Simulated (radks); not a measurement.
Ionisation of neutral lithium, [He] 2s1, to [He] as the strength of local exchange is varied. Method: scalar-relativistic Kohn-Sham, Slater X-alpha exchange (alpha = 2/3 is LDA exchange), no correlation, spin-polarised, spherical densities, finite nucleus; open shells are filled with parallel spins first; Fermi nuclear charge, rms radius 2.444 fm; computed with a radial shooting solver on a logarithmic mesh with Libxc functionals.

alpha  E(Li) (hartree)  exchange (hartree)  IE (eV)  -e of the level emptied (eV)  <r> of it (bohr)
0.667         -7.19494            -1.50644    5.029                    2.735 (2s)             3.934
0.673         -7.20850            -1.52179    5.057                    2.764 (2s)             3.922
0.763         -7.41381            -1.75581    5.491                    3.218 (2s)             3.758
0.825         -7.55734            -1.92118    5.800                    3.548 (2s)             3.653
0.954         -7.86143            -2.27613    6.473                    4.279 (2s)             3.456

NIST Atomic Spectra Database: 5.392 eV (measured). The Delta-SCF value meets it near alpha = 0.74.
